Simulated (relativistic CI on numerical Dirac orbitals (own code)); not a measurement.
## Tb⁵⁰⁺: q coefficients and field-shift factors

Calculated at this level of theory: Dirac-Coulomb-Breit CI, separate exchange-only KLI orbitals for each configuration, derivatives by finite differences, unscaled Slater integrals, QED left out (own radial code, finite nucleus).

Configuration list (outside the closed core [Ne]): 3s²3p³, 3s3p⁴, 3s²3p²3d, 3p⁵, 3s3p³3d, 3p⁴3d, 3s²3p3d², 3s²3d³, 3s3p3d³, 3p³3d², 3p²3d³. Double excitations out of closed p, d and f shells are left out; levels of such configurations are missing from the list, as are those of other unlisted configurations, and high levels can miss mixing partners.

With x = (α/α₀)² − 1 an excitation energy changes as ω = ω₀ + qx; K = 2q/ω₀ is the relative enhancement. Terms are leading LS components, so labels can repeat. The field-shift factor is F = δν/δ⟨r²⟩ for the transition from the lowest level.

Lowest level 3s²3p³ ²P°3/2.

```csv
Level,ω₀ (cm⁻¹),q (cm⁻¹),K,F (GHz/fm²)
3s²3p³ ⁴S°3/2,1447668,1.786e+06,2.47,-138
3s²3p³ ²D°5/2,1532356,1.784e+06,2.33,-139
3s²3p²3d ²D3/2,1588329,72790,0.0917,-2.4
3s²3p³ ²P°1/2,1637310,1.792e+06,2.19,-140
3s²3p²3d ²D5/2,2023385,486100,0.481,-58.3
3s3p⁴ ⁴P5/2,2650155,1.955e+06,1.48,-2770
3s3p⁴ ²P3/2,2851128,1.964e+06,1.38,-2170
3s3p⁴ ²S1/2,2870234,1.999e+06,1.39,-2610
3s²3p²3d ⁴F5/2,3033672,1.84e+06,1.21,-120
3s²3p²3d ⁴D1/2,3056033,1.848e+06,1.21,-132
3s²3p²3d ⁴F3/2,3057994,1.863e+06,1.22,-331
3s²3p³ ²P°3/2,3098069,3.581e+06,2.31,-304
3s²3p²3d ²G7/2,3117060,1.845e+06,1.18,-113
3s²3p²3d ²D5/2,3332351,1.874e+06,1.12,-235
3s²3p²3d ⁴D7/2,3389995,2.201e+06,1.3,-108
3s²3p²3d ⁴P3/2,3396580,1.931e+06,1.14,-730
3s²3p²3d ²P1/2,3398662,1.907e+06,1.12,-463
3s²3p²3d ²P3/2,3466659,2.284e+06,1.32,-354
3s²3p²3d ²G9/2,3478225,2.206e+06,1.27,-108
3s²3p²3d ²F5/2,3493596,2.254e+06,1.29,-215
3s²3p²3d ²F7/2,3656849,2.228e+06,1.22,-112
3s²3p²3d ²D5/2,3668091,2.196e+06,1.2,-235
3s²3p²3d ²D3/2,3716168,2.231e+06,1.2,-171
```

At this charge energies of transitions that change n are usually good to better than 1 %, and those within a shell (Δn = 0) to a few per cent.
